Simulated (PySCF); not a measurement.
Gas-phase reaction: GeO₂ + 2 H₂O₂ ⇌ GeH₄ + 3 O₂

Energies from PySCF (xtb for GFN2), thermal terms from the rigid-rotor harmonic-oscillator model, ideal gas at 1 bar. S°(298 K) at PBE0/def2-TZVP differs from the NASA 1993 table for H₂O₂ (-8 J/mol/K); whether the harmonic model or the table's entry is off was not settled. † marks an energy on the PBE0/def2-TZVP geometry and frequencies; other levels use their own. MP2 and CCSD(T) freeze the core. Open shells (unrestricted): O₂ (multiplicity 3); the rest are closed-shell singlets. GFN2 has no spin-polarisation term. Ge: all electrons, no relativistic terms. No R ln 2 is added for the mirror-image form of H₂O₂. GeO₂: computed as isolated molecules; such fragments, hydroxides, amides, oligomers or adducts are transient or little studied in the gas. MP2 isn't extrapolated to the basis-set limit; its ΔH°(298 K) is 321.9 kJ in def2-SVP and 469.0 kJ in def2-TZVPP. CCSD(T) isn't extrapolated to the basis-set limit; its ΔH°(298 K) is 277.8 kJ in def2-SVP and 397.1 kJ in def2-TZVPP. The harmonic model lacks anharmonicity and excited electronic states, which grow with temperature; levels with a mode under 35 cm⁻¹ are left out. Internal rotation in H₂O₂ is treated as a harmonic vibration of one conformer, which makes the entropy rough. Warning, large T1 diagnostic: GeO₂ (CCSD(T)/def2-TZVPP†). Warning, point group unlike the PBE0 one: H₂O₂ (GFN2-xTB).

```csv
level,"ΔE electronic, kJ","ΔH°(298 K), kJ","ΔS°(298 K), J/K","ΔG°(1400 K), kJ"
CCSD(T)/def2-TZVPP†,441,397,134,209
GFN2-xTB,1338,1301,125,1127
HF/def2-TZVP†,94,49,134,-139
M06-2X/def2-TZVP†,430,386,134,197
MP2/def2-SVP†,366,322,134,134
PBE/def2-SVP,309,268,130,87
PBE0/def2-QZVP†,376,332,134,144
r2SCAN/def2-TZVP†,347,303,134,114
LDA/def2-TZVP†,488,443,134,255
```
ΔH° is lowest at HF/def2-TZVP† and highest at GFN2-xTB. No reference value is set beside these.
